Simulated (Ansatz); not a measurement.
Mulliken charges of `O[Si](F)([SiH3])I` from r2SCAN/def2-TZVPP in Ansatz (PBE0-D4/def2-TZVP geometry).

| atom | x (Å) | y (Å) | z (Å) | charge (e) |
| --- | --- | --- | --- | --- |
| O1 | -0.394 | 1.889 | 0.194 | -0.390 |
| Si2 | 0.245 | 0.585 | -0.538 | 0.667 |
| F3 | 1.782 | 0.849 | -0.877 | -0.296 |
| Si4 | 0.008 | -1.274 | 0.848 | 0.140 |
| I5 | -0.843 | 0.218 | -2.700 | -0.189 |
| H6 | -0.575 | 2.678 | -0.321 | 0.211 |
| H7 | -1.441 | -1.523 | 1.049 | -0.046 |
| H8 | 0.635 | -2.440 | 0.174 | -0.045 |
| H9 | 0.671 | -1.027 | 2.155 | -0.051 |

By hand: the dipole of these point charges (1 e Å = 4.8032 D).

Σ q r = (-0.168, -0.020, 0.220) e Å, of length 0.278 e Å = 1.34 D.

How does the dipole of the full density compare? (Estimate.)

Ansatz gave: (-0.144, 0.101, 0.125) e Å, 1.04 D; the point charges give 1.29 times that, at 34° from its direction.

Point charges leave out the atoms' own dipoles, such as those of lone pairs, and Mulliken's split depends on the basis, so the two needn't agree.
